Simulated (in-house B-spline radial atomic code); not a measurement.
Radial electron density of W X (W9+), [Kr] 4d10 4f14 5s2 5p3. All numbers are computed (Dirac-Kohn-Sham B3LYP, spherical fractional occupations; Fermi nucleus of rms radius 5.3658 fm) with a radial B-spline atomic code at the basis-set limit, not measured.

Caution: exact exchange at fractional occupations of open shells leaves self-interaction of up to several eV.

Columns: r (bohr), 4πr²n(r) (electrons per bohr), bar.

```
0.000613    3.633 #
0.000752     5.03 ##
0.000922    6.922 ##
 0.00113    9.462 ###
 0.00139    12.91 ####
  0.0017    17.31 ######
 0.00209    23.14 ########
 0.00256    30.37 ##########
 0.00315    39.46 #############
 0.00386    50.02 ################
 0.00474    62.06 ####################
 0.00581    74.69 ########################
 0.00713    86.93 ############################
 0.00875    97.11 ################################
  0.0107    103.4 ##################################
  0.0132    104.9 ##################################
  0.0162    101.4 #################################
  0.0198    95.93 ###############################
  0.0243    92.73 ##############################
  0.0299    96.99 ################################
  0.0366    109.8 ####################################
   0.045    126.2 #########################################
  0.0552    135.2 ############################################
  0.0677      129 ##########################################
   0.083    113.2 #####################################
   0.102    104.5 ##################################
   0.125    112.8 #####################################
   0.153    123.8 ########################################
   0.188    113.4 #####################################
   0.231    83.34 ###########################
   0.283    64.29 #####################
   0.348    69.29 #######################
   0.427    75.83 #########################
   0.523    63.91 #####################
   0.642    41.49 ##############
   0.788    24.09 ########
   0.967    14.39 #####
    1.19    7.984 ###
    1.46    3.389 #
    1.79   0.9464 
    2.19   0.1599 
    2.69  0.01364 
     3.3 0.0005144 
    4.05 7.487e-06
```

On this grid the curve has 4 maxima, near 0.0132, 0.0552, 0.153, 0.427 bohr.

The 5p1/2 radial function P(r) = rR(r), positive near the nucleus, with its small component Q(r) (sign convention: Q ≈ (P' + κP/r)/2c):

```
r (bohr)         P          Q
 0.00027  0.001778    0.00593
0.000407  0.002704   0.008343
0.000613  0.004087    0.01167
0.000922  0.006229    0.01619
 0.00139    0.0097    0.02231
 0.00209   0.01543    0.03028
 0.00315   0.02524    0.04037
 0.00474   0.04202    0.05215
 0.00713   0.07039    0.06428
  0.0107    0.1158    0.07347
  0.0162    0.1828    0.07408
  0.0243    0.2567    0.05895
  0.0366    0.2913    0.02442
  0.0552    0.1906   -0.01925
   0.083   -0.1032   -0.04253
   0.125   -0.3985   -0.02117
   0.188   -0.2187     0.0201
   0.283    0.4326    0.02365
   0.427    0.4957  -0.007356
   0.642   -0.4605   -0.01778
   0.967    -1.138  -0.005234
    1.46   -0.7352    0.00242
    2.19   -0.1652    0.00115
     3.3  -0.00873  8.187e-05
```
